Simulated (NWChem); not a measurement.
System: CH₇NOSi; SMILES C[SiH](N)O

```xyz
11

Si     0.0936     0.0850    -0.3473
C      0.3399    -1.7021     0.1848
N     -1.4912     0.5457     0.1841
O      1.2268     1.1357     0.2876
H      0.3320     0.2205    -1.8088
H     -0.3549    -2.3722    -0.3373
H      0.1865    -1.8342     1.2627
H      1.3572    -2.0347    -0.0503
H     -1.9229     1.4015    -0.1435
H     -2.1881    -0.1657     0.3665
H      1.1013     1.3275     1.2286
```
Atoms are numbered in this order, from 1.

Results from NWChem. Pople sets run with spherical d functions. All runs use the structure optimised with B3LYP/6-31G* (spherical d). Level: B3LYP/6-31G* with SMD (1 M gas to 1 M solution), gas-phase geometry. Reactions with the solvent are ignored.

For solvent toluene:

solvation free energy (kcal/mol): -3.4
cavity-dispersion-structure term (kcal/mol): 0.0
dipole in solution (D): 2.62

Question: Estimate the same quantities for solvent water.

Answer: 
- solvation free energy (kcal/mol): -5.4
- cavity-dispersion-structure term (kcal/mol): 3.9
- dipole in solution (D): 3.05
